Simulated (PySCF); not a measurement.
Mo(O)(NH)(NH2)(Me) (CH₆MoN₂O), SMILES [CH3][Mo](=[NH])([NH2])=[O], multiplicity 1.

Geometry optimised at PBE-D3(BJ)/def2-SVP. The multiplicity is an assumed one; no other spin state was optimised. The structure was generated by enumeration; whether it is a known compound was not checked. The def2 effective core potentials stand for the cores of Mo; spin–orbit coupling is left out. The values are those of a single conformer.

Two levels are set side by side: TDA-PBE/def2-SVPD (PySCF) and TDA-PBE0/def2-SVPD (PySCF). Vertical, same geometry. The lowest singlet is HOMO−1→LUMO 54 %, HOMO→LUMO 40 % with PBE and HOMO−1→LUMO 47 %, HOMO→LUMO 40 %, HOMO→LUMO+1 11 % with the other functional; states are paired by order. Differences are taken from unrounded values.

```tsv
quantity	TDA-PBE0	TDA-PBE	TDA-PBE minus TDA-PBE0
lowest singlet excitation (eV)	4.34	4.13	-0.21
lowest triplet excitation (TDA) (eV)	3.73	3.56	-0.17
```

A lower first singlet is the usual sign of a functional without exact exchange. Differences between two approximate levels are no errors against the true value.

Rough cost on one machine, each run with all the roots and properties that it gave: TDA-PBE0 against TDA-PBE about 2 times.
